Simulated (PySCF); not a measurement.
C2H6BFO2, SMILES C[C@@H](F)B(O)O. Atoms are numbered in the order given.

```xyz
12

C      1.7067    -0.7965     0.2057
C      0.4816    -0.0248     0.6718
F      0.8223     1.3434     0.7694
B     -0.7795    -0.1416    -0.3073
O     -1.2757     0.9840    -0.8704
O     -1.3707    -1.3295    -0.6108
H      1.4873    -1.8755     0.1518
H      2.0203    -0.4656    -0.7968
H      2.5530    -0.6569     0.8961
H      0.2093    -0.3504     1.6945
H     -0.7621     1.7487    -0.5703
H     -0.9704    -2.0912    -0.1783
```

Geometry optimised at B3LYP-D3(BJ)/def2-SVP. The structure was generated by enumeration; whether it is a known compound was not checked. The values are those of a single conformer.

Calculation: ωB97X/def2-TZVP (PySCF).

Atomic charges (e):

```
atom  Mulliken  meta-Löwdin
----  --------  -----------
C1       -0.33        -0.33
C2        0.04   (withheld)
F3       -0.27        -0.35
B4        0.26         0.46
O5       -0.41   (withheld)
O6       -0.42   (withheld)
H7        0.10   (withheld)
H8        0.13   (withheld)
H9        0.14   (withheld)
H10       0.10   (withheld)
H11       0.34         0.36
H12       0.33         0.35
```

### Question
Some entries are withheld; supply them. (An estimate is asked for; the answer gives what the named calculation found.)

### Answer

- C2, meta-Löwdin: 0.08
- O5, meta-Löwdin: -0.51
- O6, meta-Löwdin: -0.52
- H7, meta-Löwdin: 0.11
- H8, meta-Löwdin: 0.12
- H9, meta-Löwdin: 0.12
- H10, meta-Löwdin: 0.11

Computed Mayer and Wiberg (Löwdin basis) orders of the bonds:
```csv
bond,Mayer,Wiberg
C1–C2,0.97,1.26
C2–F3,0.93,1.50
C2–B4,1.00,1.08
B4–O5,1.35,2.02
B4–O6,1.31,1.98
C1–H7,0.96,0.89
C1–H8,0.97,0.89
C1–H9,0.98,0.90
C2–H10,0.96,0.81
O5–H11,0.85,0.92
O6–H12,0.88,0.95
```
